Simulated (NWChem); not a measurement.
System: MgN$_{2}$H$_{4}$; SMILES [NH2][Mg][NH2]

Excerpt of the output:

```
             Northwest Computational Chemistry Package (NWChem) 7.3.0
             --------------------------------------------------------

 D2  symmetry detected

                             Geometry "geometry" -> ""
                             -------------------------

 Output coordinates in angstroms (scale by  1.889725989 to convert to a.u.)

  No.       Tag          Charge          X              Y              Z
 ---- ---------------- ---------- -------------- -------------- --------------
    1 Mg                  12.0000     0.00000000     0.00000000     0.00000000
    2 N                    7.0000     0.00000000     1.89193736     0.00000000
    3 H                    1.0000     0.57838328     2.49830254    -0.57438400
    4 H                    1.0000    -0.57838328     2.49830254     0.57438400
    5 N                    7.0000     0.00000000    -1.89193736     0.00000000
    6 H                    1.0000    -0.57838328    -2.49830254    -0.57438400
    7 H                    1.0000     0.57838328    -2.49830254     0.57438400

 Effective nuclear repulsion energy (a.u.)      82.4729340268

      Symmetry information
      --------------------

 Group name             D2
 Group number             11
 Group order               4
 No. of unique centers     3

                                 NWChem DFT Module
                                 -----------------

 Summary of "ao basis" -> "ao basis" (spherical)
 ------------------------------------------------------------------------------
       Tag                 Description            Shells   Functions and Types
 ---------------- ------------------------------  ------  ---------------------
 Mg                        def2-tzvp                12       32   5s4p3d
 N                         def2-tzvp                11       31   5s3p2d1f
 H                         def2-tzvp                 4        6   3s1p

      Symmetry analysis of basis
      --------------------------

        a1         34
        b1         27
        b2         30
        b3         27

            General Information
            -------------------
          SCF calculation type: DFT
          Wavefunction type:  closed shell.
          No. of atoms     :     7
          No. of electrons :    30
           Alpha electrons :    15
            Beta electrons :    15
          Charge           :     0
          Spin multiplicity:     1
          Use of symmetry is: on ; symmetry adaption is: on
          Maximum number of iterations: 150
          AO basis - number of functions:   118
                     number of shells:    50
          Convergence on energy requested:  1.00D-06
          Convergence on density requested:  1.00D-05
          Convergence on gradient requested:  5.00D-04

              XC Information
              --------------
                         B3LYP Method XC Potential
                     Hartree-Fock (Exact) Exchange  0.200
                        Slater Exchange Functional  0.800 local
                    Becke 1988 Exchange Functional  0.720 non-local
              Lee-Yang-Parr Correlation Functional  0.810
                  VWN I RPA Correlation Functional  0.190 local

             Grid Information
             ----------------
          Grid used for XC integration:  medium
          Radial quadrature: Mura-Knowles
          Angular quadrature: Lebedev.
          Tag              B.-S. Rad. Rad. Pts. Rad. Cut. Ang. Pts.
          ---              ---------- --------- --------- ---------
          Mg                  1.50       88           9.0       590
          N                   0.65       49          12.0       434
          H                   0.35       45          13.0       434
          Grid pruning is: on
          Number of quadrature shells:   182
          Spatial weights used:  Erf1

      Superposition of Atomic Density Guess
      -------------------------------------

 Sum of atomic energies:        -310.22897162

      Non-variational initial energy
      ------------------------------

 Total energy =    -311.032807
 1-e energy   =    -592.038876
 2-e energy   =     198.533136
 HOMO         =      -0.342634
 LUMO         =      -0.094385

      Symmetry analysis of molecular orbitals - initial
      -------------------------------------------------

  Numbering of irreducible representations:

     1 a1          2 b1          3 b2          4 b3

  Orbital symmetries:

     1 a1          2 a1          3 b2          4 a1          5 b2
     6 b3          7 b1          8 a1          9 b2         10 b3
    11 b1         12 a1         13 b2         14 b1         15 b3
    16 a1         17 b3         18 b2         19 b1         20 a1
    21 b1         22 b3         23 a1         24 b2         25 a1

     ---------------------------------------------
      Total Density - Mulliken Population Analysis
     ---------------------------------------------

    Atom       Charge   Shell Charges
 -----------   ------   -------------------------------------------------------
    1 Mg  12    10.78   2.00  0.71  1.28  0.43  0.09  5.12  0.89  0.10  0.05  0.00  0.08  0.03
    2 N    7     8.25   0.82  1.16  0.57  0.85  0.18  1.68  2.00  0.99  0.00  0.00  0.00
    3 H    1     0.68   0.22  0.34  0.08  0.04
    4 H    1     0.68   0.22  0.34  0.08  0.04
    5 N    7     8.25   0.82  1.16  0.57  0.85  0.18  1.68  2.00  0.99  0.00  0.00  0.00
    6 H    1     0.68   0.22  0.34  0.08  0.04
    7 H    1     0.68   0.22  0.34  0.08  0.04

   convergence    iter        energy       DeltaE   RMS-Dens  Diis-err
 ---------------- ----- ----------------- --------- --------- ---------
 d= 0,ls=0.0,diis     1   -312.0024578189 -3.94D+02  9.11D-03  9.15D-01
 d= 0,ls=0.0,diis     2   -311.8645835840  1.38D-01  5.84D-03  2.05D+00
 d= 0,ls=0.0,diis     3   -312.0970688340 -2.32D-01  6.82D-04  3.87D-02
 d= 0,ls=0.0,diis     4   -312.1012608771 -4.19D-03  1.59D-04  5.47D-04
 d= 0,ls=0.0,diis     5   -312.1013150007 -5.41D-05  2.37D-05  1.42D-05
  Resetting Diis
 d= 0,ls=0.0,diis     6   -312.1013167039 -1.70D-06  2.56D-06  3.67D-07
 d= 0,ls=0.0,diis     7   -312.1013167452 -4.13D-08  9.66D-07  1.20D-08

         Total DFT energy =     -312.101316745213
      One electron energy =     -595.917858890188
           Coulomb energy =      233.275828727634
    Exchange-Corr. energy =      -31.932220609456
 Nuclear repulsion energy =       82.472934026797

 Numeric. integr. density =       30.000009158459

                  Occupations of the irreducible representations
                  ----------------------------------------------

                     irrep           alpha         beta
                     --------     --------     --------
                     a1                5.0          5.0
                     b1                3.0          3.0
                     b2                4.0          4.0
                     b3                3.0          3.0

                       DFT Final Molecular Orbital Analysis
                       ------------------------------------

 Vector   13  Occ=2.000000D+00  E=-3.246923D-01  Symmetry=b2
              MO Center= -5.7D-16,  4.1D-14, -3.8D-15, r^2= 4.0D+00
   Bfn.  Coefficient  Atom+Function         Bfn.  Coefficient  Atom+Function
  ----- ------------  ---------------      ----- ------------  ---------------
    39      0.261417  2 N  py                82      0.261417  5 N  py
    42      0.222878  2 N  py                85      0.222878  5 N  py
    45      0.168107  2 N  py                88      0.168107  5 N  py
    37     -0.158823  2 N  s                 80      0.158823  5 N  s
     7      0.155958  1 Mg py                36     -0.125124  2 N  s

 Vector   14  Occ=2.000000D+00  E=-2.190076D-01  Symmetry=b1
              MO Center=  1.5D-16, -1.1D-10,  2.1D-15, r^2= 4.6D+00
   Bfn.  Coefficient  Atom+Function         Bfn.  Coefficient  Atom+Function
  ----- ------------  ---------------      ----- ------------  ---------------
    38      0.204224  2 N  px                81     -0.204224  5 N  px
    40      0.199882  2 N  pz                83      0.199882  5 N  pz
    46      0.190062  2 N  pz                89      0.190062  5 N  pz
    41      0.173934  2 N  px                84     -0.173934  5 N  px
    43      0.168567  2 N  pz                86      0.168567  5 N  pz

 Vector   15  Occ=2.000000D+00  E=-2.189493D-01  Symmetry=b3
              MO Center=  2.0D-15,  1.1D-10,  2.3D-16, r^2= 4.6D+00
   Bfn.  Coefficient  Atom+Function         Bfn.  Coefficient  Atom+Function
  ----- ------------  ---------------      ----- ------------  ---------------
    40      0.205677  2 N  pz                83     -0.205677  5 N  pz
    38      0.198518  2 N  px                81      0.198518  5 N  px
    44      0.188900  2 N  px                87      0.188900  5 N  px
    43      0.175168  2 N  pz                86     -0.175168  5 N  pz
    41      0.167416  2 N  px                84      0.167416  5 N  px

 Vector   16  Occ=0.000000D+00  E=-3.899984D-02  Symmetry=a1
              MO Center=  1.5D-14, -9.9D-15,  6.6D-16, r^2= 6.8D+00
   Bfn.  Coefficient  Atom+Function         Bfn.  Coefficient  Atom+Function
  ----- ------------  ---------------      ----- ------------  ---------------
     5      1.106214  1 Mg s                 37     -0.544898  2 N  s
    80     -0.544898  5 N  s                  4      0.180321  1 Mg s
     3     -0.141778  1 Mg s                 35     -0.120783  2 N  s
    78     -0.120783  5 N  s                 66      0.119982  3 H  s
    72      0.119982  4 H  s                109      0.119982  6 H  s

[...]
```

Level: B3LYP/def2-TZVP. Coordinates come from a PBE0/def2-SVP optimisation.

Problem. Which NWChem input produces such a log?

Solution. One answer among several that fit: the input that was run:
```
start job
memory heap 200 mb stack 900 mb global 1100 mb
geometry units angstroms noautoz
  Mg     0.000000     0.000000     0.383167
  N     -1.879341     0.217955     0.383660
  H     -2.415262     0.862412    -0.190426
  H     -2.548066    -0.286706     0.958342
  N      1.879341    -0.217955     0.383660
  H      2.415262    -0.862412    -0.190426
  H      2.548066     0.286706     0.958342
end
basis spherical
  Mg library def2-tzvp
  N library def2-tzvp
  H library def2-tzvp
end
dft
  xc b3lyp
  iterations 150
  mulliken
end
task dft energy
```
